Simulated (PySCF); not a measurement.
Computed IR spectrum (relative IR intensity) of a molecule C₅H₃F. Coordinates come from a B3LYP-D3(BJ)/def2-SVP optimisation. One conformer was computed; it need not be the lowest. Level of theory: B3LYP-D3(BJ)/def2-SVP (PySCF). Harmonic, unscaled wavenumbers; measured fundamentals usually lie a few per cent lower.

Lines under 2 % of the strongest are left out, and lines within 2 cm⁻¹ are merged.

```tsv
ν (cm⁻¹)	relative intensity
206	2.2
502	7.4
555	4.9
613	4.9
701	11
704	35
742	33
894	13
1047	33
1067	100
1317	35
1323	11
2238	15
3019	5.7
3469	83
```

Task: Which structure fits?
(A) C#CC(F)C#C
(B) C#CC(F)=C=C
(C) C#CC=C=CF

Result: A, C#CC(F)C#C
